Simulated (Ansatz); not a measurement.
Basis sets compared for the cluster Ge3O4⁺. The state is a doublet with charge 1. Geometry r2SCAN-D4/def2-SVP. Ansatz on 4 threads of Arm Neoverse V1 on a shared host; times are rough, and most runs start from earlier orbitals.

```xyz
7

Ge   -0.616    0.238    1.297
Ge    2.210   -0.341   -0.732
Ge   -2.759    0.264   -0.259
O    -1.822   -0.979    0.737
O    -1.472    1.469    0.298
O     1.071   -0.134    0.478
O     3.387   -0.518   -1.819
```

Another isomer (doublet) lies 1.84 eV lower at PBE0-D4/def2-TZVP; other spin states weren't run for this one.

```json
{"level": "PBE-D4/def2-SVP", "functions": "152", "energy (Eh)": "-6529.4272", "HOMO (eV)": "-11.06", "LUMO (eV)": "-10.39", "wall time": "3.4 s"}
{"level": "PBE0-D4/def2-SVP", "functions": "152", "energy (Eh)": "-6529.5303", "HOMO (eV)": "-12.06", "LUMO (eV)": "-9.58", "wall time": "7 s"}
```

Question: Estimate the rows for PBE-D4/def2-TZVP (with forces), PBE0-D4/def2-TZVP.

Answer: 
```tsv
level	functions	energy (Eh)	HOMO (eV)	LUMO (eV)	wall time
PBE-D4/def2-TZVP (with forces)	268	-6530.5935	-11.09	-10.40	8.5 s
PBE0-D4/def2-TZVP	268	-6530.6991	-12.06	-9.57	25 s
```
